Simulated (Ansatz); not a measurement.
Correlation energies of `Cl[SiH]1BCO1` by basis set

```xyz
9

Cl    1.531    1.008    2.173
Si    0.906    0.826    0.220
B     0.351   -1.024   -0.331
C    -1.067   -0.351   -0.262
O    -0.740    1.034    0.054
H     1.697    1.817   -0.548
H     0.671   -2.136   -0.605
H    -1.623   -0.399   -1.210
H    -1.726   -0.775    0.508
```

Charge 0, multiplicity 1. All single points use the PBE0-D4/def2-TZVP geometry. Frozen core, restricted reference, Ansatz. CBS rows extrapolate triple and quadruple zeta; past MP2 they add the triple-zeta difference.

```json
{"basis": "def2-TZVPP", "HF (Eh)": "-888.28946", "MP2 corr.": "?", "CCSD corr.": "?", "(T)": "-0.03504", "CCSD(T) total": "?"}
{"basis": "def2-QZVPP", "HF (Eh)": "?", "MP2 corr.": "-0.85880", "CCSD corr.": "–", "(T)": "–", "CCSD(T) total": "–"}
{"basis": "CBS(def2)", "HF (Eh)": "-888.32166", "MP2 corr.": "-0.90697", "CCSD corr.": "?", "(T)": "as TZ", "CCSD(T) total": "?"}
```

Question: Fill in the withheld values. (Best estimate.)

Answer: Ansatz gave: def2-TZVPP MP2 corr.: -0.79376; def2-TZVPP CCSD corr.: -0.84037; def2-TZVPP CCSD(T) total: -889.16487; def2-QZVPP HF (Eh): -888.31776; CBS(def2) CCSD corr.: -0.95358; CBS(def2) CCSD(T) total: -889.31028.
